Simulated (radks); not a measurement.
Results of a calculation; reference values are marked as such.
Problem. All-electron atom: Ge III in [Ar] 3d7 4s2 4p3 (not the ground configuration). Level of theory: Dirac Kohn-Sham, PBE, spin-unpolarised, spherical densities, point nucleus; open shells are shared between the two j in proportion to 2j + 1 (a radial shooting solver on a logarithmic mesh with Libxc functionals). Some entries of the table are withheld. Estimate them.

| orbital | occ. | eigenvalue (hartree) | <r^2> (bohr^2) | <1/r> (bohr^-1) |
|---|---|---|---|---|
| 1s1/2 | 2 | -404.9378 | 0.002974 | 32.38 |
| 2s1/2 | 2 | -52.77871 | (1) | 7.149 |
| 2p1/2 | 2 | -47.19641 | 0.04034 | 7.109 |
| 2p3/2 | 4 | -46.02656 | 0.04183 | 6.915 |
| 3s1/2 | 2 | -8.24978 | 0.4258 | 2.353 |
| 3p1/2 | 2 | -6.39496 | (2) | 2.241 |
| 3p3/2 | 4 | -6.22559 | (3) | 2.196 |
| 3d3/2 | 2.8 | -3.07460 | 0.5131 | 1.953 |
| 3d5/2 | 4.2 | -3.04853 | 0.5183 | 1.941 |
| 4s1/2 | 2 | -1.42768 | 3.287 | 0.7827 |
| 4p1/2 | 1 | -1.00440 | 4.308 | (4) |
| 4p3/2 | 2 | -0.98631 | 4.420 | (5) |

Solution. 
(1) 2s1/2 <r^2> (bohr^2): 0.05195
(2) 3p1/2 <r^2> (bohr^2): 0.4451
(3) 3p3/2 <r^2> (bohr^2): 0.4584
(4) 4p1/2 <1/r> (bohr^-1): 0.6785
(5) 4p3/2 <1/r> (bohr^-1): 0.6682
